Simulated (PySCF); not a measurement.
Species: C6H9F3O3.
SMILES with atom numbers: `[CH3:1][O:2][C:3](=[O:4])[C@:5]([CH3:6])([O:7][CH3:8])[C:9]([F:10])([F:11])[F:12]` (hydrogens: H13, H14, H15 on C1; H16, H17, H18 on C6; H19, H20, H21 on C8)

Cartesian coordinates in Å at the PBE0-D3(BJ)/def2-SVP level; atoms count from 1:
```
atom  x, y, z in Å
C1     3.0401   -0.0527    0.1255
O2     1.6911   -0.4712    0.2671
C3     0.7831    0.2498   -0.3852
O4     1.0418    1.1899   -1.0830
C5    -0.6370   -0.3086   -0.1703
C6    -0.7268   -1.7000   -0.7872
O7    -1.5810    0.4651   -0.8279
C8    -1.8133    1.7907   -0.4046
C9    -0.9412   -0.3975    1.3457
F10   -0.3225   -1.4186    1.9303
F11   -0.5671    0.7187    1.9866
F12   -2.2495   -0.5534    1.5380
H13    3.1724    0.9656    0.5185
H14    3.6434   -0.7639    0.7006
H15    3.3399   -0.0618   -0.9323
H16    0.0217   -2.3756   -0.3577
H17   -0.5681   -1.6066   -1.8697
H18   -1.7356   -2.1005   -0.6180
H19   -2.3914    1.8238    0.5337
H20   -2.4078    2.2619   -1.1980
H21   -0.8794    2.3591   -0.2847
```

The calculation used PBE0-D3(BJ)/def2-SVP geometry optimisation, gas phase in PySCF 2.14.0.

Masses are those of the commonest isotopes; rigid-rotor values at the optimised geometry. The values belong to one conformer with, in the numbering `[CH3:1][O:2][C:3](=[O:4])[C@:5]([CH3:6])([O:7][CH3:8])[C:9]([F:10])([F:11])[F:12]`, C1–O2–C3–O4 1°, O2–C3–C5–C6 -65°, C3–C5–O7–C8 -66°.

(1) Give the principal moments of inertia and the rotational constants in GHz.

(2) Classify the top.

(3) Is it planar, by Δ = Ic − Ia − Ib?

(4) Give the other two planar moments, Paa and Pbb, and the rms extents of the mass along the axes.

(5) Which lines would a microwave search look for?

Answers

(1) Ia = 403.70, Ib = 586.24, Ic = 713.78 u·Å²; 505379 MHz·u·Å²/I gives 1252, 862.1 and 708.0 MHz, that is A = 1.2519, B = 0.8621, C = 0.7080 GHz.

(2) An asymmetric top; Ray's κ = -0.434.

(3) Not planar: Δ = Ic − Ia − Ib = -276.16 u·Å². For a rigid frame Δ = −2 Σ m c², so Σ m c² = 138.08 u·Å² lies off the ab plane: 23.71 from hydrogen and 114.37 from heavier atoms. The atom farthest from that plane is 2.63 Å away.

(4) Paa = Σ m a² = (Ib + Ic − Ia)/2 = 448.16 and Pbb = Σ m b² = (Ia + Ic − Ib)/2 = 265.62 u·Å². With the mass M = 186.05 u, the rms extents √(P/M) along a, b and c are 1.55, 1.19, 0.86 Å.

(5) The dipole components are |μa| = 1.57 D, |μb| = 0.85 D, |μc| = 0.26 D. The squared components, which scale the intensities, stand as 1.00 : 0.29 : 0.03 (a : b : c). Some lines, for components of 0.1 D or more:

```json
{"type": "c", "branch": "Q", "J(Ka,Kc)": "1(1,1) ← 1(0,1)", "MHz": "390", "lower level (cm⁻¹)": "0.052"}
{"type": "a", "branch": "Q", "J(Ka,Kc)": "2(1,1) ← 2(1,2)", "MHz": "462", "lower level (cm⁻¹)": "0.165"}
{"type": "b", "branch": "Q", "J(Ka,Kc)": "1(1,0) ← 1(0,1)", "MHz": "544", "lower level (cm⁻¹)": "0.052"}
{"type": "b", "branch": "Q", "J(Ka,Kc)": "2(1,1) ← 2(0,2)", "MHz": "735", "lower level (cm⁻¹)": "0.156"}
{"type": "c", "branch": "Q", "J(Ka,Kc)": "2(2,1) ← 2(1,1)", "MHz": "1169", "lower level (cm⁻¹)": "0.180"}
{"type": "b", "branch": "Q", "J(Ka,Kc)": "2(2,0) ← 2(1,1)", "MHz": "1207", "lower level (cm⁻¹)": "0.180"}
{"type": "a", "branch": "R", "J(Ka,Kc)": "1(0,1) ← 0(0,0)", "MHz": "1570", "lower level (cm⁻¹)": "0.000"}
{"type": "b", "branch": "Q", "J(Ka,Kc)": "2(2,1) ← 2(1,2)", "MHz": "1631", "lower level (cm⁻¹)": "0.165"}
{"type": "b", "branch": "R", "J(Ka,Kc)": "1(1,1) ← 0(0,0)", "MHz": "1960", "lower level (cm⁻¹)": "0.000"}
{"type": "c", "branch": "R", "J(Ka,Kc)": "1(1,0) ← 0(0,0)", "MHz": "2114", "lower level (cm⁻¹)": "0.000"}
{"type": "b", "branch": "R", "J(Ka,Kc)": "2(0,2) ← 1(1,1)", "MHz": "2713", "lower level (cm⁻¹)": "0.065"}
{"type": "a", "branch": "R", "J(Ka,Kc)": "2(1,2) ← 1(1,1)", "MHz": "2986", "lower level (cm⁻¹)": "0.065"}
{"type": "a", "branch": "R", "J(Ka,Kc)": "2(0,2) ← 1(0,1)", "MHz": "3103", "lower level (cm⁻¹)": "0.052"}
{"type": "a", "branch": "R", "J(Ka,Kc)": "2(1,1) ← 1(1,0)", "MHz": "3294", "lower level (cm⁻¹)": "0.071"}
{"type": "b", "branch": "R", "J(Ka,Kc)": "2(1,2) ← 1(0,1)", "MHz": "3376", "lower level (cm⁻¹)": "0.052"}
{"type": "c", "branch": "R", "J(Ka,Kc)": "2(1,1) ← 1(0,1)", "MHz": "3838", "lower level (cm⁻¹)": "0.052"}
{"type": "b", "branch": "R", "J(Ka,Kc)": "2(2,1) ← 1(1,0)", "MHz": "4464", "lower level (cm⁻¹)": "0.071"}
{"type": "c", "branch": "R", "J(Ka,Kc)": "2(2,0) ← 1(1,0)", "MHz": "4501", "lower level (cm⁻¹)": "0.071"}
{"type": "c", "branch": "R", "J(Ka,Kc)": "2(2,1) ← 1(1,1)", "MHz": "4618", "lower level (cm⁻¹)": "0.065"}
{"type": "b", "branch": "R", "J(Ka,Kc)": "2(2,0) ← 1(1,1)", "MHz": "4655", "lower level (cm⁻¹)": "0.065"}
```

PBE0-D3(BJ)/def2-SVP frequencies: not computed here. Constants of a rigid frame at the computed geometry: no zero-point averaging, no centrifugal distortion. A rigid rotor knows nothing of internal rotation, which can split or shift real lines.
